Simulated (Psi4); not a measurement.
## How methods differ on GeCl3F (SMILES [F][Ge]([Cl])([Cl])[Cl])

GeCl3F: 5 atoms, total charge 0, spin state singlet. SMILES: `[F][Ge]([Cl])([Cl])[Cl]`. The shape was relaxed beforehand at PBE0/def2-TZVP.

Quantity: the dipole moment, in D. The values are calculated.

| level | kind | program | value (D) | CPU time |
| --- | --- | --- | --- | --- |
| PBE-D4/def2-TZVPP (density fitting) | GGA | Psi4 | 0.86 | 26 s |
| r2SCAN-D4/def2-TZVPP (density fitting) | meta-GGA | Psi4 | 0.87 | 37 s |
| B3LYP-D4/def2-TZVPP (density fitting) | global hybrid | Psi4 | 0.94 | 22 s |
| PBE0-D4/def2-TZVPP (density fitting) | global hybrid | Psi4 | 0.93 | 28 s |
| wB97M-V/def2-TZVPP (density fitting) | range-separated hybrid | Psi4 | 0.93 | 51 s |

All-electron rows without a relativistic Hamiltonian named are non-relativistic. The values span 0.86 to 0.94 D. Magnitudes only. Times are those of the runs behind each value, whatever else they computed, on shared processors of several kinds: orders of magnitude only.
